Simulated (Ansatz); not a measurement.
Isolated molecules relaxed with PBE0-D4/def2-TZVP in Ansatz; ΔE leaves out vibrations. CCSD(T)/CBS is the MP2 limit (def2-TZVPP, def2-QZVPP) plus CCSD(T) − MP2 in def2-TZVPP, frozen cores. This one scheme is used for every species. Functionals use def2-TZVPP. def2 core potentials past Kr. For Sn outer-core shells are correlated without core-valence functions, which leaves a few kJ/mol of doubt a bond. One conformer a species, not always the lowest.

`C[S][Sn][OH]` + HCl → `[OH][Sn][Cl]` + CH₃SH  (ligand exchange at the Sn–S bond)

| level | ΔE (eV) |
| --- | --- |
| r2SCAN | -0.41 |
| PBE0 | -0.42 |

Task: What does CCSD(T)/CBS give? (Best estimate.)

Result: The calculation gave: -0.39 eV. The listed levels differ from it by -0.02, -0.03 eV.

Task: What do rigid-rotor, harmonic-oscillator terms from PBE0-D4/def2-TZVP frequencies (298.15 K, 1 bar) make of the CCSD(T)/CBS value? (An estimate is asked.)

Result: The calculation gave: ΔZPE = +0.04 eV, ΔH = -0.38 eV, ΔS = 20 J/(mol·K), ΔG = -0.44 eV.

Largest T1 diagnostic among the species: 0.017.

In def2-TZVPP, CCSD(T) changes the Hartree–Fock value by +0.25 eV (the triples alone add +0.05 eV) and MP2 by +0.26 eV. At CCSD(T), def2-SVP lies +0.05 eV from the extrapolated value and def2-TZVPP +0.03 eV. Leaving LDA and LC-ωPBE aside and taking each functional with its dispersion term where it has one, the values, not all of them listed here, spread over 0.13 eV, from ωB97X-V to revPBE-D4. LDA lies +0.10 eV from PBE without D4.
